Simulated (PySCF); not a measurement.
C5H4NO (charge -1).
Geometry (PBE0-D3(BJ)/def2-SVP, Å), atoms numbered from 1 in this order:
```
atom  x, y, z in Å
N1     3.4508    1.6703    0.7130
C2     2.4780    1.0225    0.6325
C3     1.3239    0.2250    0.5472
C4     0.1248    0.6637    0.0020
C5    -1.0731   -0.0355   -0.1347
C6    -2.2207    0.5610   -0.7204
O7    -3.3320    0.0648   -0.9016
H8     1.4039   -0.7943    0.9390
H9     0.1138    1.6986   -0.3729
H10   -1.1569   -1.0727    0.2101
H11   -2.0331    1.6317   -1.0435
```

Theory: PySCF 2.14.0, PBE0-D3(BJ)/def2-SVP geometry optimisation, gas phase.

Take the most abundant isotopes and a rigid rotor. The values belong to one conformer with, in the numbering `[N:1]#[C:2]/[CH:3]=[CH:4]/[CH:5]=[CH:6]/[O-:7]`, C3–C4–C5–C6 180°.

Q: Give the principal moments of inertia and the rotational constants in cm⁻¹.

A: Ia = 21.72, Ib = 571.56, Ic = 593.28 u·Å²; 505379 MHz·u·Å²/I gives 23267, 884.2 and 851.8 MHz, that is A = 0.77609, B = 0.02949, C = 0.02841 cm⁻¹.

Q: What kind of rotor is it?

A: A near-prolate asymmetric top: κ = (2 × 884.2 − 23267 − 851.8)/(23267 − 851.8) = -1.00.

Q: What does the inertial defect say?

A: Planar: Δ = Ic − Ia − Ib = 0.00 u·Å². For a rigid frame Δ = −2 Σ m c², so it vanishes when all atoms lie in the ab plane; here none is more than 0.01 Å from it.

Q: List the rotational levels J(Ka,Kc) to J = 3 (cm⁻¹).

A: Above 0(0,0):
J = 1: 1(0,1) 0.0579, 1(1,1) 0.8045, 1(1,0) 0.8056
J = 2: 2(0,2) 0.1737, 2(1,2) 0.9192, 2(1,1) 0.9225, 2(2,1) 3.1623, 2(2,0) 3.1623
J = 3: 3(0,3) 0.3474, 3(1,3) 1.0913, 3(1,2) 1.0978, 3(2,2) 3.3360, 3(2,1) 3.3360, 3(3,1) 7.0717, 3(3,0) 7.0717

Q: Predict some low-J microwave lines.

A: The dipole components (about the centre of mass, as the species is charged) are |μa| = 0.28 D, |μb| = 0.63 D, |μc| = 0.00 D; the mirror of this Cs structure is the ab plane, so μc vanishes by symmetry and there are no c-type lines. Intensities carry the squares of the components, which stand as 0.20 : 1.00 (a : b). Some lines, for components of 0.1 D or more:

```tsv
type	branch	J(Ka,Kc)	MHz	lower level (cm⁻¹)
a	R	1(0,1) ← 0(0,0)	1736	0.000
a	R	2(1,2) ← 1(1,1)	3440	0.805
a	R	2(0,2) ← 1(0,1)	3472	0.058
a	R	2(1,1) ← 1(1,0)	3504	0.806
a	R	3(1,3) ← 2(1,2)	5160	0.919
a	R	3(0,3) ← 2(0,2)	5208	0.174
a	R	3(2,2) ← 2(2,1)	5208	3.162
a	R	3(1,2) ← 2(1,1)	5257	0.922
b	Q	1(1,0) ← 1(0,1)	22415	0.058
b	Q	2(1,1) ← 2(0,2)	22447	0.174
b	Q	3(1,2) ← 3(0,3)	22496	0.347
b	R	1(1,1) ← 0(0,0)	24118	0.000
b	R	2(1,2) ← 1(0,1)	25822	0.058
b	R	3(1,3) ← 2(0,2)	27510	0.174
b	Q	3(2,1) ← 3(1,2)	67099	1.098
b	Q	2(2,0) ← 2(1,1)	67147	0.922
b	Q	3(2,2) ← 3(1,3)	67293	1.091
b	R	2(2,1) ← 1(1,0)	70652	0.806
b	R	2(2,0) ← 1(1,1)	70684	0.805
b	R	3(2,2) ← 2(1,1)	72355	0.922
b	R	3(2,1) ← 2(1,2)	72453	0.919
b	Q	3(3,0) ← 3(2,1)	111993	3.336
b	Q	3(3,1) ← 3(2,2)	111993	3.336
b	R	3(3,1) ← 2(2,0)	117201	3.162
b	R	3(3,0) ← 2(2,1)	117201	3.162
```

Q: Estimate the classical rotational partition function at 10 K, 25 K and 50 K.

A: Point group Cs, symmetry number σ = 1; q = (√π/σ)·√((kT/h)³/(ABC)), k/h = 20836.6 MHz/K: 1270 at 10 K, 5030 at 25 K, 14200 at 50 K.

Whether it is a minimum is left open (no frequencies). The geometry's basis has no diffuse functions, a weakness for an anion. No vibrational averaging or centrifugal distortion is included, and the geometry carries the error of its method. Quadrupole hyperfine structure (14N) is left out.
